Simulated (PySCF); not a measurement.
Structure with atom numbers: `[CH3:1][c:2]1[cH:3][p:4][c:5]([CH:6]=[O:7])[cH:8][n:9]1`. Each H is labelled by its parent atom.

PySCF calculation with coordinates at the GFN2-xTB level and GIAO PBE0/pcSseg-1 shieldings; relativity neglected, gas phase, averaged over atoms made equivalent by symmetry, fast rotation or ring inversion, single conformer.

Chemical shifts δ = σref − σ; $^{13}$C (σ = 186.93 ppm) against TMS, all at this level.

Do the $^{13}$C shifts follow the atomic charges (in e)? Tabulate both.

Results:


```json
{"atoms": "C6", "hybridisation": "sp2", "δ (ppm)": "195.8", "σ para (ppm)": "-252", "Hirshfeld": "+0.11", "IAO": "+0.25", "Mulliken": "+0.37", "ESP-fitted": "+0.35"}
{"atoms": "C2", "hybridisation": "sp2", "δ (ppm)": "169.6", "σ para (ppm)": "-238", "Hirshfeld": "+0.09", "IAO": "+0.18", "Mulliken": "-0.00", "ESP-fitted": "+0.63"}
{"atoms": "C5", "hybridisation": "sp2", "δ (ppm)": "162.6", "σ para (ppm)": "-246", "Hirshfeld": "-0.09", "IAO": "-0.32", "Mulliken": "-0.65", "ESP-fitted": "+0.03"}
{"atoms": "C8", "hybridisation": "sp2", "δ (ppm)": "162.5", "σ para (ppm)": "-226", "Hirshfeld": "+0.03", "IAO": "+0.02", "Mulliken": "+0.24", "ESP-fitted": "+0.05"}
{"atoms": "C3", "hybridisation": "sp2", "δ (ppm)": "160.1", "σ para (ppm)": "-238", "Hirshfeld": "-0.12", "IAO": "-0.42", "Mulliken": "-0.36", "ESP-fitted": "-0.29"}
{"atoms": "C1", "hybridisation": "sp3", "δ (ppm)": "31.8", "σ para (ppm)": "-92", "Hirshfeld": "-0.12", "IAO": "-0.43", "Mulliken": "-0.15", "ESP-fitted": "-0.77"}
```

Correlation coefficients of δ with charge over these carbons: Hirshfeld +0.61, IAO +0.63, Mulliken +0.22, ESP-fitted +0.83; with the paramagnetic shielding -0.99. Among the 5 sp2 carbons alone: Hirshfeld +0.71, IAO +0.72, Mulliken +0.64, ESP-fitted +0.53. With so few points, grouped by hybridisation, these coefficients are fragile. Charge is one influence among several: hybridisation and low-lying excitations act through the paramagnetic term.

Shifts are as computed. Against solution values, carbons near 30 ppm lie about +3 ppm off and those near 130 ppm about +5 ppm. Of 1211 compounds with measured shifts, 218 miss one by over three times the rms of a fit or turn the order of signals round; such compounds aren't used in these exercises.
